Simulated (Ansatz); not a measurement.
C3H8AlN (`C/C=[C](\N)[AlH2]`), relaxed with RKS PBE0-D4/def2-TZVP in Ansatz from a PBE-D4/def2-SVP geometry. The force threshold is 0.005 eV/Å; the program also tests the step.

Charge 0, multiplicity 1.

Start:

```xyz
13

C     1.333   -0.301   -1.412
C     0.854    0.054   -0.033
C    -0.476    0.098    0.324
N    -1.490   -0.146   -0.591
Al   -0.771    0.604    2.187
H     0.965   -1.303   -1.738
H     0.961    0.423   -2.174
H     2.437   -0.320   -1.484
H     1.606    0.314    0.729
H    -2.416   -0.373   -0.231
H    -1.260   -0.644   -1.455
H    -2.255    0.628    2.804
H     0.511    0.965    3.073
```

```tsv
step	energy (eV)	largest force (eV/Å)	largest move (Å)
1	-11320.7492	0.668	0.000
2	-11320.8003	0.229	0.031
3	-11320.8038	0.049	0.009
4	-11320.8039	0.024	0.004
5	-11320.8040	0.015	0.007
6	-11320.8040	0.006	0.006
7	-11320.8040	0.009	0.002
8	-11320.8040	0.003	0.001
```

End:

```xyz
13

C     1.318   -0.301   -1.404
C     0.835    0.058   -0.035
C    -0.469    0.108    0.318
N    -1.480   -0.131   -0.597
Al   -0.760    0.598    2.169
H     0.956   -1.289   -1.716
H     0.963    0.415   -2.155
H     2.407   -0.323   -1.457
H     1.578    0.308    0.715
H    -2.385   -0.371   -0.231
H    -1.244   -0.641   -1.435
H    -2.229    0.604    2.785
H     0.511    0.964    3.043
```

Hardware: 4 threads of a server CPU on a shared host. Wall time 30 s, peak host memory 0.55 GiB.
